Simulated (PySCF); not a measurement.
CH5AlClN. Atoms are numbered in the order given.

```xyz
9

Al     0.6175     0.1043     0.0000
Cl    -0.2701     2.0232     0.0000
H      2.1775    -0.0730     0.0000
N     -0.4720    -1.2901     0.0000
C     -0.1284    -2.7024     0.0000
H     -1.4781    -1.1377     0.0000
H     -0.5134    -3.2329    -0.8911
H     -0.5134    -3.2329     0.8911
H      0.9665    -2.8279     0.0000
```
Charge 0, spin multiplicity 1.

The structure is a stationary point at B3LYP-D3(BJ)/def2-SVP. Other conformers were not sampled.

Computed with PBE0/pcSseg-1 run with PySCF.

GIAO shieldings, no solvent; atoms alike by connectivity are averaged. δ = σ(ref) − σ: ³⁵Cl against HCl (σ = 945.9 ppm); ¹H against TMS (σ = 31.56 ppm); ¹⁵N against NH3 (σ = 267.4 ppm); ¹³C against TMS (σ = 186.3 ppm), references at their B3LYP-D3(BJ)/def2-TZVP geometries, non-relativistic (without spin–orbit terms, shifts of atoms bonded to Cl or Br come out too high).

Task: Estimate the chemical shifts. (Estimate from the structure and the level; the computed values follow.)

Result: 
| nucleus | atoms | count | δ (ppm) |
|---|---|---|---|
| ³⁵Cl | Cl2 | 1 | -11.7 |
| ¹H | H3 | 1 | 4.73 |
| ¹H | H7, H8, H9 | 3 | 3.08 |
| ¹H | H6 | 1 | 1.79 |
| ¹⁵N | N4 | 1 | 65.2 |
| ¹³C | C5 | 1 | 33.7 |
